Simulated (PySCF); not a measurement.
C₂H₃F₃Si₂, SMILES F[Si](F)(F)C#C[SiH3]. Atoms are numbered in the order given.

```xyz
10

Si     0.0000     0.0000     3.4729
C      0.0000     0.0000     1.6271
C      0.0000     0.0000     0.4046
Si     0.0000     0.0000    -1.3940
F     -0.9626     1.1371    -1.9678
F     -0.5034    -1.4022    -1.9678
F      1.4661     0.2651    -1.9678
H      0.9599    -1.0360     3.9452
H      0.4172     1.3493     3.9452
H     -1.3771    -0.3133     3.9452
```
Charge 0, spin multiplicity 1.

Geometry: PBE0-D3(BJ)/def2-SVP. The structure was generated by enumeration, and PubChem lists no compound with its InChIKey, so it may never have been made.

These are PBE/pcSseg-1 (PySCF) values and carry that method's errors.

GIAO shieldings, no solvent; atoms alike by connectivity are averaged. δ = σ(ref) − σ: ²⁹Si against TMS (σ = 335.4 ppm); ¹³C against TMS (σ = 182.0 ppm); ¹⁹F against CFCl3 (σ = 133.6 ppm); ¹H against TMS (σ = 31.49 ppm), references at their B3LYP-D3(BJ)/def2-TZVP geometries, non-relativistic.

```csv
atoms,nucleus,count,δ (ppm)
Si4,²⁹Si,1,-86.4
Si1,²⁹Si,1,?
C2,¹³C,1,112.8
C3,¹³C,1,?
"F5, F6, F7",¹⁹F,3,-162.8
"H8, H9, H10",¹H,3,?
```

Task: Some entries are withheld; supply them. (An estimate is asked for; the answer gives what the named calculation found.)

Result: 
- H8, H9, H10, δ (ppm): 4.55
- C3, δ (ppm): 105.1
- Si1, δ (ppm): -98.5
